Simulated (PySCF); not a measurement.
Löwdin shares of the frontier orbitals

C3H11FOSi2.
Numbering: `[CH3:1][O:2][C@@:3]([F:4])([SiH3:5])[CH2:6][SiH3:7]` (hydrogens: H8, H9, H10 on C1; H11, H12, H13 on Si5; H14, H15 on C6; H16, H17, H18 on Si7)

Geometry (GFN2-xTB, Å), atoms numbered from 1 in this order:
```
atom  x, y, z in Å
C1     2.4820   -0.4122   -0.4883
O2     1.5643    0.6423   -0.2546
C3     0.3128    0.3193    0.2572
F4     0.5115   -0.2356    1.5443
Si5   -0.4514    2.0766    0.4661
C6    -0.4675   -0.7060   -0.5462
Si7   -2.1433   -1.1940    0.2110
H8     2.5150   -1.0975    0.3626
H9     2.2346   -0.9651   -1.4002
H10    3.4546    0.0611   -0.6098
H11   -0.8747    2.5075   -0.8661
H12   -1.5876    1.9852    1.3824
H13    0.6074    2.9256    0.9966
H14   -0.6039   -0.3002   -1.5498
H15    0.1375   -1.6120   -0.6434
H16   -3.0628   -0.0565    0.1283
H17   -1.9730   -1.6287    1.5936
H18   -2.6641   -2.3035   -0.5953
```

Method: TDDFT B3LYP/def2-SVPD, vertical, gas phase, core orbitals frozen in the response (PySCF).

Frontier orbitals with the atoms that hold most of them (Löwdin shares over 4%, at most four atoms; ? is withheld):

| orbital | ε (eV) | atoms |
| --- | --- | --- |
| HOMO-3 | -9.39 | Si7 24%, H16 22%, Si5 14%, H12 9% |
| HOMO-2 | -9.05 | O2 26%, C6 20%, Si7 14%, C1 6% |
| HOMO-1 | -8.26 | ? |
| HOMO | ? | ? |
| LUMO | 0.03 | Si7 18%, Si5 14%, C6 9%, C1 7% |
| LUMO+1 | 0.39 | Si5 30%, Si7 16%, H12 9%, H13 8% |
| LUMO+2 | 0.62 | Si7 22%, Si5 19%, H16 6%, H12 6% |

(1) Give the leading atoms of the HOMO.

(2) Which atoms hold the HOMO-1, and with what shares?

(3) What is the HOMO energy, and the HOMO–LUMO gap?

Results:

(1) O2 (bonded to 2 C) 38%; C3 (bonded to C, F, O and Si) 15%; C6 (bonded to C, Si and 2 H) 10%; Si5 (bonded to C and 3 H) 9%. By element: oxygen 38%, carbon 25% or more, silicon 9% or more.

(2) O2 (bonded to 2 C) 32%; F4 (bonded to C) 13%; C3 (bonded to C, F, O and Si) 12%; Si5 (bonded to C and 3 H) 10%.

(3) ε(HOMO) = -7.78 eV; the gap is 7.82 eV (0.2872 hartree).

How does S1 compare with the orbital gap of 7.82 eV?

S1 is at 6.96 eV (f = 0.0045), 0.85 eV below the gap, made of HOMO→LUMO (98%). 

One configuration dominates each of S1, S2, S3 and S7. Which, and how do the shares of the two leading atoms of either orbital change from the occupied to the empty one?

- S1 (6.96 eV, f 0.0045), HOMO→LUMO (98%): O2 38% → at most 7%, C3 15% → at most 7%, Si7 at most 9% → 18%, Si5 9% → 14%
- S2 (7.36 eV, f 0.025), HOMO→LUMO+1 (78%): O2 38% → at most 9%, C3 15% → at most 9%, Si5 9% → 30%, Si7 at most 9% → 16%
- S3 (7.44 eV, f 0.0038), HOMO-1→LUMO (92%): O2 32% → at most 7%, F4 13% → at most 7%, Si7 at most 10% → 18%, Si5 10% → 14%
- S7 (7.87 eV, f 0.065), HOMO-1→LUMO+1 (76%): O2 32% → at most 9%, F4 13% → at most 9%, Si5 10% → 30%, Si7 at most 10% → 16%

One conformer stands for the species.
